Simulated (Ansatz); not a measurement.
`C#[C][SnH]([CH3])[F]` + H₂S → `[CH3][SnH]([F])[SH]` + `C#C` at 700 K and 1 bar (ligand exchange at the Sn–C bond).

Isolated molecules relaxed with PBE0-D4/def2-TZVP in Ansatz; ΔE leaves out vibrations. CBS: MP2 limit from def2 TZ/QZ plus the TZ coupled-cluster correction, frozen cores. This one scheme is used for every species. Elements past krypton have def2 core potentials. For Sn outer-core shells are correlated without core-valence functions, which leaves a few kJ/mol of doubt a bond. One conformer a species, not always the lowest.

```
               species  CCSD(T)/CBS energy (Eh)  H − E (kJ/mol)  S (J/(mol·K))
`C#[C][SnH]([CH3])[F]`               -430.95503           249.1          498.3
                   H₂S               -398.97279            64.8          236.9
 `[CH3][SnH]([F])[SH]`               -752.71910           218.2          480.8
                 `C#C`                -77.22717           102.1          244.4
```

H − E and S are ideal-gas, rigid-rotor, harmonic terms from PBE0-D4/def2-TZVP, for one conformer and one mirror image of each species. 1 Eh = 2625.50 kJ/mol, R = 8.31446 J/(mol·K).

Problem. By hand: ΔE, ΔH, ΔS and ΔG.

Solution. ΔE = (-752.71910) + (-77.22717) − (-430.95503) − (-398.97279) = -0.01845 Eh = -48.4 kJ/mol. Δ(H − E) = 218.2 + 102.1 − 249.1 − 64.8 = 6.4, so ΔH = -42.0 kJ/mol. ΔS = 480.8 + 244.4 − 498.3 − 236.9 = -10.0 J/(mol·K). ΔG = -42.0 − 700 × (-10.0)/1000 = -35.0 kJ/mol.

Problem. By hand: the equilibrium constant, and the temperature at which ΔG would vanish if ΔH and ΔS stayed fixed.

Solution. log₁₀ K = −ΔG/(RT ln 10) = 2.6. ΔG = 0 at ΔH/ΔS = 4200 K, far beyond where these terms or the molecules hold.

The number of gas molecules stays the same, so ΔS is small and ΔH decides. A doubt of 5 kJ/mol in ΔE shifts log₁₀ K by 0.4 here. Other conformers and mirror images would add mixing entropy, several J/(mol·K) or more a flexible species. These are equilibria of isolated gas molecules and say nothing of rates. Largest T1 diagnostic: 0.013 (customary marks: 0.02 for closed shells, 0.045 for open ones).
